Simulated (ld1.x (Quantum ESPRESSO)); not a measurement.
**P (Z = 15): PAW pseudisation with revPBE, scalar-relativistic reference atom.**

```
Element                 : P (Z = 15)
Generator               : ld1.x (Quantum ESPRESSO) 7.5
Type                    : PAW
Functional              : revPBE
Relativity              : scalar-relativistic
Frozen core             : [Ne]
Valence charge          : 5
Reference configuration : 3s2 3p2.75 (charge +0.25)
Partial waves           : 3s (bound): rcut 1.30, rcutus 1.50 bohr; 3s channel at -0.7 Ry: rcut 1.30, rcutus 1.50 bohr; 3p (bound): rcut 1.60, rcutus 2.05 bohr; 3p channel at -0.2 Ry: rcut 1.60, rcutus 2.05 bohr; 3d channel at 0.1 Ry: rc 2.05 bohr
Local potential         : the d channel
Core correction         : Bessel-smoothed model core inside 1.55 bohr
Augmentation charge     : PSQ, inside the norm-conserving radii
```

All-electron outer shells of the reference configuration (revPBE, scalar-relativistic, ld1.x):

```csv
shell,level (eV),outermost node (bohr),outermost maximum (bohr)
2p,-126.88,–,0.36
3s,-16.12,0.65,1.58
3p,-7.51,0.64,1.83
```

Results:

```
Cutoffs needed                            : 15 Ry and 21 Ry (the cutoffs (Ry, on a coarse ladder) from which the occupation-weighted sum of valence levels, in a spherical-Bessel basis at the reference potential, stays within 10 and 1 mRy of its value at 400 Ry)
Ghost test                                : ghost state, extra bound levels that the all-electron valence spectrum of the same l lacks: s at -455.3 eV; a true bound ghost makes a file unfit for plane-wave use (spherical-Bessel basis up to 400 Ry, 20 bohr box)
Configuration tests                       : test run stopped at test 6 of 7 (negative rho)
Lowest eigenvalue of the overlap operator : 0.45 (s channel)
Density cutoff estimated by the generator : 116 Ry
```

Generation and tests took about 1.9 s on one core of a shared server CPU.
